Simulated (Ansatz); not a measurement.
Ansatz results at the PBE0-D4/def2-TZVP geometry: ideal-gas entropy at 298 K and 1 bar (rigid rotor, harmonic PBE0-D4/def2-TZVP) 314 J/(mol·K); LUMO energy (PBE0/def2-TZVPP) -0.03 eV; LUMO energy (ωB97M-V/def2-TZVPP) 1.67 eV.

Each molecule was computed in one conformer, which needn't be the lowest.

**Question.** Which molecule gave them?
A. `C=C=C=N`
B. `C/C=N/CF`
C. `OC[SiH2]F`
D. `C[SiH](O)F`

**Answer.** C. The others give `C/C=N/CF`: 317, -0.47, 1.76; `C[SiH](O)F`: 315, 0.70, 2.14; `C=C=C=N`: 277, -2.14, 0.00.
